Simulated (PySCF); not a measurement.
Telling isomers of C7H8N2Si apart by NMR

PySCF calculation with GFN2-xTB geometry and PBE0/pcSseg-1 with gauge-including orbitals; no solvent model, relativity neglected, one conformer, equivalent nuclei averaged.

Referencing at the same level of theory: $^{1}$H and $^{13}$C vs TMS. Where no couplings were computed, multiplicities follow the n + 1 count of equivalent neighbours, and m marks all less simple cases (inequivalent or close neighbours, rings, F or P nearby). Shifts are as computed. Against solution values, carbons near 30 ppm lie about +3 ppm off and those near 130 ppm about +5 ppm. Of 1211 compounds with measured shifts, 218 miss one by over three times the rms of a fit or turn the order of signals round; such compounds aren't used in these exercises. OH and NH positions are gas-phase values without hydrogen bonding to other molecules.

(1) Tabulate the signals of `N#Cc1ccccc1[SiH2]N`, `C#Cc1nncc([SiH3])c1C` and their relative energies.

(2) What is the quickest way to tell N#Cc1ccccc1[SiH2]N from C#Cc1nncc([SiH3])c1C?

Answers

(1) 
| SMILES | carbon types | δC | δH | E rel. (kcal/mol) |
| --- | --- | --- | --- | --- |
| N#Cc1ccccc1[SiH2]N | 3×C 4×CH | 149.2, 140.5, 140.0, 137.1, 135.0, 126.9, 120.8 | 8.09 (d, 1H), 7.94 (m, 1H), 7.82 (m, 1H), 7.78 (m, 1H), 5.43 (s, 2H), 0.88 (br s, 2H) | 0.0 |
| C#Cc1nncc([SiH3])c1C | 4×C 2×CH 1×CH3 | 156.4, 151.8, 150.4, 131.6, 94.8, 85.3, 20.7 | 9.36 (s, 1H), 4.47 (s, 3H), 3.30 (s, 1H), 2.70 (s, 3H) | 82.4 |

Energies are electronic energies at PBE0/pcSseg-1 on these geometries, without zero-point or thermal terms, each for the one conformer computed, which needn't be the lowest.

(2) Both give the same number of carbon signals, but DEPT or the intensities differ. The first has an aromatic CH at 135.0 ppm, the second a methyl carbon on an aromatic ring (CH3) at 20.7 ppm. Their most deshielded carbons lie at 149.2 and 156.4 ppm. In the proton spectra the most deshielded non-exchanging signals are 8.09 (d, 1H) and 9.36 (s, 1H).
